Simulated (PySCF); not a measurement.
Deprotonation sites of methyl bromide

Molecule: methyl bromide, `CBr` (CH3Br). Numbering: `[CH3:1][Br:2]`

Energies: ωB97X-D3(BJ)/ma-def2-TZVP (PySCF, density fitting, integration grid level 2) on PBE0-D3(BJ)/ma-def2-SVP structures. The prefix ma- adds one diffuse s and one diffuse p function on all atoms but H. Thermal corrections: PBE0-D3(BJ)/ma-def2-SVP frequencies, unscaled, ideal gas at 298.15 K and 1 bar, quasi-RRHO entropy.

```csv
site,product,ΔH(acid) / kJ/mol,ΔG(acid) / kJ/mol
C1 (methyl carbon),[CH2-]Br,1656,1620
```

ΔH and ΔG refer to AH → A⁻ + H⁺ in the gas phase. Sites whose products fell apart, merged with another or lost in a GFN2-xTB screen aren't listed.

In benzonitrile the product from C1 is solvated 239 kJ/mol more strongly than the parent (electrostatics only).

Measured values (NIST Chemistry WebBook, evaluated or the median of agreeing entries): deprotonation enthalpy (ΔH) 1652 kJ/mol (computed 1656, difference 4); gas-phase acidity (ΔG) 1622 kJ/mol (computed 1620, difference -2).

Known limits: atoms from Ga to Kr are treated without relativity.

Structures, frequencies and single points took 51 s of wall time on 1 thread of Arm Neoverse V1 (shared host), launched as `OMP_NUM_THREADS=1 python redox_run.py task.json out`.
